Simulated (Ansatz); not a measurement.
One change: `[CH3][Nb]([OH])([F])=[S]` becomes `[OH][Nb]([OH])([F])=[S]`.

Ansatz, PBE0-D4/def2-TZVP geometries, multiplicity 1. Each molecule was computed in one conformer, which needn't be the lowest.

Elements past krypton have def2 core potentials.

```
                                          property  `[CH3][Nb]([OH])([F])=[S]`
    size of the dipole moment (PBE/def2-TZVPP) / D                        2.52
             HOMO–LUMO gap (B3LYP/def2-TZVPP) / eV                        5.23
  size of the dipole moment (B3LYP/def2-TZVPP) / D                        2.54
             HOMO energy (ωB97M-V/def2-TZVPP) / eV                       -9.94
              HOMO–LUMO gap (PBE0/def2-TZVPP) / eV                        5.69
size of the dipole moment (ωB97M-V/def2-TZVPP) / D                        2.58
```

**Question.** Give the same properties after the change, and the shifts. (An estimate is asked.)

**Answer.** The calculation gave: 
```csv
property,`[OH][Nb]([OH])([F])=[S]`,shift
size of the dipole moment (PBE/def2-TZVPP) / D,2.17,-0.35
HOMO–LUMO gap (B3LYP/def2-TZVPP) / eV,5.48,0.25
size of the dipole moment (B3LYP/def2-TZVPP) / D,2.20,-0.34
HOMO energy (ωB97M-V/def2-TZVPP) / eV,-10.04,-0.10
HOMO–LUMO gap (PBE0/def2-TZVPP) / eV,5.93,0.24
size of the dipole moment (ωB97M-V/def2-TZVPP) / D,2.19,-0.39
```

With PBE0 the HOMO falls by 0.12 eV and the LUMO rises by 0.12 eV, so the gap widens by about 0.24 eV. PBE moves the HOMO by -0.09 eV and ωB97M-V by -0.10 eV. The zero-point energy changes by -57.1 kJ/mol with -6 modes. Dipoles are sizes alone; their direction can turn.

B3LYP here is the variant with VWN-RPA as its local correlation; programs differ in this.
